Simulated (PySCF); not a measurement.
## Gas-phase thermal properties of CsCl

Energies from PySCF (xtb for GFN2), thermal terms from the rigid-rotor harmonic-oscillator model, ideal gas at 1 bar. Table values come from the NASA 1993 polynomials. All species are closed-shell singlets. Cs: scalar-relativistic def2 core potential, no spin-orbit coupling. The harmonic model lacks anharmonicity and excited electronic states, which grow with temperature; levels with a mode under 35 cm⁻¹ are left out. The table's entry may be an old estimate for CsCl (not checked at source).

```
level           point group  σ  ZPE (kJ/mol)  S°298 (J/mol/K)  Cp298 (J/mol/K)  S°1000 (J/mol/K)  H1000 − H298 (kJ/mol)
--------------  -----------  -  ------------  ---------------  ---------------  ----------------  ---------------------
table                     -  -             -            256.1             37.0             301.6                   26.5
GFN2-xTB                C∞v  1           0.8            259.0             37.1             304.2                   26.2
PBE/def2-SVP            C∞v  1           1.3            255.7             36.7             300.6                   26.1
PBE0/def2-TZVP          C∞v  1           1.3            256.0             36.7             300.9                   26.1
```
σ: rotational symmetry number. Electronic degeneracy used: 1. Frequencies are unscaled.
